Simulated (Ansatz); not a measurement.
GaH$_{3}$S$_{3}$, SMILES `[SH][Ga]([SH])[SH]`, relaxed with RKS PBE0-D4/def2-TZVP in Ansatz 0.2.0 from a GFN2-xTB geometry. The force threshold is 0.005 eV/Å; the program also tests the step.

The species carries charge 0 and has multiplicity 1.

Start:

```xyz
7

S    -1.104    1.974    0.403
Ga   -0.127    0.096   -0.346
S    -0.206   -0.438   -2.515
S     0.954   -1.294    1.066
H    -1.068    1.593    1.680
H     0.493   -1.553   -2.313
H     1.058   -0.378    2.024
```

Question: By how much does the energy fall, and how many steps does the optimiser take? (An estimate is asked.)

Answer: Computed: 0.08 eV, in 9 steps, 1 of them rejected.

Question: Which bonds change most? (Best estimate.)

Answer: Computed: Ga2–S4 from 2.257 to 2.198 Å; S1–Ga2 from 2.245 to 2.195 Å; Ga2–S3 from 2.235 to 2.193 Å; S4–H7 from 1.329 to 1.343 Å.

Question: Give the relaxed structure. (Estimate.)

Answer: The calculation gave: 
```xyz
7

S    -1.219    1.844    0.364
Ga   -0.124    0.070   -0.323
S    -0.262   -0.430   -2.454
S     1.081   -1.204    1.002
H    -0.829    1.707    1.642
H     0.529   -1.509   -2.334
H     0.824   -0.478    2.103
```
